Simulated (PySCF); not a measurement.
## Unknown compound

An unknown has the formula C$_{7}$H$_{3}$F$_{3}$O$_{2}$. Its calculated NMR data are:

1H NMR (600 MHz, computed): δ 7.12 (m, 1H), 6.95 (m, 1H), 6.95 (m, 1H).

13C{1H} NMR (computed): δ 192.7, 188.3, 142.2, 142.0, 140.6, 138.4, 130.5.

Theoretical values (PySCF): shieldings: GIAO PBE0/pcSseg-1, GFN2-xTB structure. One averaged value for each set of equivalent atoms, non-relativistic, one conformer, no solvent.

Referencing at the same level of theory: 1H (31.72 ppm) and 13C (186.93 ppm) vs TMS.

Task: Deduce the structure.

Result: 
- The formula gives 5 degrees of unsaturation (1 ring in the answer).
- 7 carbon signals for 7 carbons: no two carbons are equivalent.
- Carbon types of the structure: 4 × C, 3 × CH, which accounts for all hydrogens.
- δC 192.7, 188.3: ketone carbonyl carbon; the double bond to the heteroatom, with no lone-pair donor beside it, deshields it most.
- δC 142.2, 142.0, 140.6, 138.4: β carbon of a C=C–C=O unit; conjugation with the carbonyl draws π density from the β position.
- δC 130.5: CF3 carbon; 3 electronegative neighbours deshield it.
- δH 7.12, 6.95, 6.95: hydrogen on a β carbon of a C=C–C=O unit; olefinic region.

These data were computed for SMILES FC(C1=CC(=O)C=CC1=O)(F)F.

This is the structure that produced the data.

Splittings by 19F in the carbon and heteronuclear signals aren't shown, as no couplings were computed. Shifts are as computed. Against solution values, carbons near 30 ppm lie about +3 ppm off and those near 130 ppm about +5 ppm. Of 1211 compounds with measured shifts, 218 miss one by over three times the rms of a fit or turn the order of signals round; such compounds aren't used in these exercises. No couplings were computed; multiplicities are counted from neighbouring protons, with m where these are inequivalent, close in shift, in a saturated or five-membered ring or joined by F or P, and br s for small geminal =CH2 splittings.
